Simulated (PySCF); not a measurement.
## Relaxation of singlet [CaH3]-

Level of theory: PBE0 in PySCF with Ca def2-TZVPD, H def2-TZVPD; no relativity; density-fitted integrals. A (50,194) grid was used.

A hand-made trigonal planar start, of D3h symmetry, held to at least that symmetry:

```xyz
4
charge -1 multiplicity 1, angstrom
Ca    0.0000    0.0000    0.0000
H     2.0300    0.0000    0.0000
H    -1.0150    1.7580    0.0000
H    -1.0150   -1.7580    0.0000
```

Question: What forces act on the atoms at the start (eV/Å)?

Answer: 
```csv
atom,Fx,Fy,Fz
Ca1,-0.01,0.00,0.00
H2,0.58,0.00,0.00
H3,-0.29,0.51,0.00
H4,-0.29,-0.51,0.00
```

Question: What does it relax to?

Answer: It ends at D3h with Ca–H 2.134 Å (×3); H–Ca–H 120.0° (×3). A frequency run shows a minimum. Other isomers or separated fragments may lie lower.

Question: How much energy is released, and in how many steps?

Answer: 8.3 kJ/mol in 4 steps.

The relaxation took of the order of 10 core-seconds on a shared host.
